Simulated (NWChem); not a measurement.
System: SeO, triplet; SMILES O=[Se]

Computed with NWChem. Spin-unrestricted. Structure relaxed at the PBE0/def2-SVP, spin-unrestricted level. No stability test was run on the SCF state.

Q: Taking PBE/def2-QZVP as the yardstick, which of these has the fewest basis functions while keeping “highest occupied level (eV)” within 0.05 eV of it: PBE/def2-TZVP; PBE/def2-SVPD; PBE/def2-SVP; PBE/def2-TZVPP; PBE/STO-3G; PBE/def2-TZVPD?

A: PBE/def2-TZVPD.
```csv
level,basis functions,highest occupied level (eV)
PBE/STO-3G,23,-2.43
PBE/def2-SVP,46,-5.74
PBE/def2-SVPD,64,-6.12
PBE/def2-TZVP,79,-5.99
PBE/def2-TZVPP,79,-5.99
PBE/def2-TZVPD,97,-6.08
PBE/def2-QZVP,132,-6.05
```

The yardstick is one finite set, not the basis-set limit.
